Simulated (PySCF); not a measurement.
**KSr⁻: one state, many levels of theory**

State: ¹Σ⁺ (singlet), closed shell. Set-up: K def2-SVPD, Sr def2-SVPD with ECP28; scalar-relativistic core potentials (PySCF 2.14). De refers to K⁻ + Sr in their ground configurations, without counterpoise correction. A positive dipole points towards Sr; it is taken about the centre of mass and depends on that origin.

```json
{"Level": "RHF-MP2", "Re (Å)": "4.888", "ωe (cm⁻¹)": "43.4", "De (eV)": "n/a", "μ (D)": "n/a", "CPU s a point (SCF and correlation, without the integrals)": "0.12"}
{"Level": "RHF-SCS-MP2", "Re (Å)": "4.956", "ωe (cm⁻¹)": "41.7", "De (eV)": "n/a", "μ (D)": "n/a", "CPU s a point (SCF and correlation, without the integrals)": "n/a"}
{"Level": "RHF-CCSD", "Re (Å)": "4.947", "ωe (cm⁻¹)": "42.4", "De (eV)": "0.284", "μ (D)": "n/a", "CPU s a point (SCF and correlation, without the integrals)": "n/a"}
{"Level": "RHF-CCSD(T)", "Re (Å)": "4.860", "ωe (cm⁻¹)": "45.4", "De (eV)": "0.340", "μ (D)": "n/a", "CPU s a point (SCF and correlation, without the integrals)": "1.9"}
{"Level": "PBE", "Re (Å)": "4.739", "ωe (cm⁻¹)": "50.3", "De (eV)": "0.411", "μ (D)": "6.95", "CPU s a point (SCF and correlation, without the integrals)": "0.65"}
{"Level": "PBEsol", "Re (Å)": "4.675", "ωe (cm⁻¹)": "52.3", "De (eV)": "0.438", "μ (D)": "6.83", "CPU s a point (SCF and correlation, without the integrals)": "0.36"}
{"Level": "revPBE", "Re (Å)": "4.844", "ωe (cm⁻¹)": "47.3", "De (eV)": "0.367", "μ (D)": "7.25", "CPU s a point (SCF and correlation, without the integrals)": "0.38"}
{"Level": "r²SCAN", "Re (Å)": "4.784", "ωe (cm⁻¹)": "50.9", "De (eV)": "0.414", "μ (D)": "6.79", "CPU s a point (SCF and correlation, without the integrals)": "0.66"}
{"Level": "PBE0", "Re (Å)": "4.780", "ωe (cm⁻¹)": "49.8", "De (eV)": "0.382", "μ (D)": "6.91", "CPU s a point (SCF and correlation, without the integrals)": "1.1"}
{"Level": "HSE06", "Re (Å)": "4.770", "ωe (cm⁻¹)": "49.6", "De (eV)": "0.397", "μ (D)": "6.91", "CPU s a point (SCF and correlation, without the integrals)": "0.92"}
{"Level": "M06-2X", "Re (Å)": "4.652", "ωe (cm⁻¹)": "52.9", "De (eV)": "0.375", "μ (D)": "6.92", "CPU s a point (SCF and correlation, without the integrals)": "0.68"}
```

Which functional lies closest to RHF-CCSD(T) in De, which farthest, and by how much do they differ from it?

Closest is revPBE (-1.6 pm in Re, +4.2 % in ωe, +0.03 eV in De against RHF-CCSD(T) in the same basis), farthest PBEsol (-18.5 pm in Re, +15.2 % in ωe, +0.10 eV in De). CCSD(T) converges more slowly with the basis than the functionals do and binds too weakly in this one, so the order can change at the basis-set limit.

What does the step from GGA to meta-GGA do here, going from PBE to r²SCAN?

r²SCAN less PBE: +4.5 pm in Re, +1.2 % in ωe, +0.00 eV in De. 

Correlated steps freeze 5 core orbitals. Closed-shell solutions of metal pairs were not tested for spin polarisation, which can lower them a little. The bond is weak. Basis-set superposition, not corrected here, can be much of De in a small basis, most of all at correlated wavefunction levels. For an ion De counts to the pair picked by the measured ionisation energies or electron affinities, which need not be the lowest pair at this level. The highest Kohn–Sham level is positive in this anion. Much of that is self-interaction error, but it also means that the finite basis helps to hold the extra electron.

The whole job (state search and all levels along the bond) took about 2 min on 1 thread of Oxide Virtual Turin-like (shared host), peak memory 0.69 GiB.
